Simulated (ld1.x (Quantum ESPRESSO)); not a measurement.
Ta: variants of one ultrasoft potential

Base potential:

* Element: Ta (Z = 73)
* Generator: ld1.x (Quantum ESPRESSO) 7.5
* Type: ultrasoft
* Functional: PBE
* Relativity: fully relativistic
* Frozen core: [Xe] 4f14
* Valence charge: 5
* Reference configuration: 5d3 6s0 6p0 (charge +2)
* Partial waves: 6s (bound, empty): rcut 2.55, rcutus 2.95 bohr; 6s channel at 0.1 Ry: rcut 2.55, rcutus 2.95 bohr; 6p (bound, empty): rcut 1.75, rcutus 2.35 bohr; 6p channel at 2.3 Ry: rcut 1.75, rcutus 2.35 bohr; 5d (bound): rcut 1.45, rcutus 2.00 bohr; 5d channel at -0.3 Ry: rcut 1.45, rcutus 2.00 bohr
* Local potential: all-electron potential smoothed inside 2.35 bohr (lloc = -1)
* Core correction: none
* Augmentation charge: built from norm-conserving waves at rcut, not smoothed further

Open shells are filled in proportion to 2j + 1 (rel_dist='average').

All-electron outer shells of the reference configuration (PBE, scalar-relativistic, ld1.x):

| shell | level (eV) | outermost node (bohr) | outermost maximum (bohr) |
| --- | --- | --- | --- |
| 4f | -40.27 | – | 0.44 |
| 6s | -18.43 | 1.31 | 2.58 |
| 5d | -18.31 | 0.65 | 1.54 |
| 6p | -12.54 | 1.56 | 3.23 |

Cutoffs, loose and tight: the cutoffs (Ry, on a coarse ladder) from which the occupation-weighted sum of valence levels, in a spherical-Bessel basis at the reference potential, stays within 10 and 1 mRy of its value at 400 Ry. They do not see the model core or the augmentation charge, which bear on the density cutoff. Test errors are all-electron minus pseudo excitation energies from the reference, over the configurations 5d3 6s2 6p0; 5d3 6s1 6p0; 5d2 6s0 6p0; 5d1 6s0 6p0; 5d3.5 6s1.5 6p0; 5d2 6s2 6p1; 5d2 6s2 6p0. A dash means not determined; rows that change the core or the reference have their own tests.

A true bound ghost makes a file unfit for plane-wave use even where its test errors are small: the radial tests pick states by their node count and pass the ghost by.

| change | outcome | cutoff, loose | cutoff, tight | bound ghosts | largest test error (meV) |
| --- | --- | --- | --- | --- | --- |
| base | generated | 25 Ry | 30 Ry | p3/2 | test run stopped at test 1 of 7 (negative rho) |
| core correction a·sin(br)/r model core inside 1.04 bohr | generated | 25 Ry | 30 Ry | p3/2 | test run stopped at test 1 of 7 (negative rho) |
| augmentation PSQ, radius 1.35 bohr | failed: chargeps: negative rho | – | – | – | – |
| scalar-relativistic | generated | 25 Ry | 30 Ry | p | test run stopped at test 1 of 7 (negative rho) |
| reference 5d3 6s1 6p1 | failed: chargeps: negative rho | – | – | – | – |
| wave 6p channel at 2.3 Ry: rcut 1.75, rcutus 2.35 bohr becomes 6p channel at 0.42 Ry: rcut 1.75, rcutus 2.35 bohr | generated | 25 Ry | 30 Ry | p1/2, p3/2 | test run stopped at test 1 of 7 (negative rho) |
| local potential all-electron potential smoothed inside 2.58 bohr (lloc = -1) | generated | 25 Ry | 30 Ry | p3/2 | test run stopped at test 1 of 7 (negative rho) |
| core [Kr] 4d10 4f14, valence charge 13; reference 5s2 5p6 5d3 6s1 6p0; waves now 5s (bound): rcut 2.00, rcutus 2.10 bohr; 6s (bound): rcut 2.00, rcutus 2.10 bohr; 5p (bound): rcut 1.85, rcutus 2.00 bohr; 6p (bound): rcut 1.85, rcutus 2.00 bohr; 5d (bound): rcut 1.60, rcutus 1.95 bohr; 5d channel at -0.3 Ry: rcut 1.60, rcutus 1.95 bohr; local potential all-electron potential smoothed inside 1.65 bohr (lloc = -1); core correction a·sin(br)/r model core, default radius (core density twice the valence density) | failed: the pseudo-atom did not reach self-consistency | – | – | – | – |
| local potential all-electron potential smoothed inside 2.60 bohr (lloc = -1) | generated | 25 Ry | 30 Ry | p3/2 | test run stopped at test 1 of 7 (negative rho) |

Q: What comes out with this change to the base: waves 6s (bound): rcut 2.55, rcutus 3.40 bohr; 6s channel at 0.1 Ry: rcut 2.55, rcutus 3.40 bohr?

A: outcome: generated; cutoff, loose: 25 Ry; cutoff, tight: 30 Ry; bound ghosts: p3/2, s; largest test error (meV): test run stopped at test 1 of 7 (negative rho).

Q: What comes out with this change to the base: type TM; waves now 6p (bound): rc 2.35 bohr; 5d (bound): rc 2.00 bohr; 6s (bound): rc 2.95 bohr; local potential the s channel?

A: outcome: generated; cutoff, loose: 30 Ry; cutoff, tight: 35 Ry; bound ghosts: p1/2, p3/2; largest test error (meV): +342.
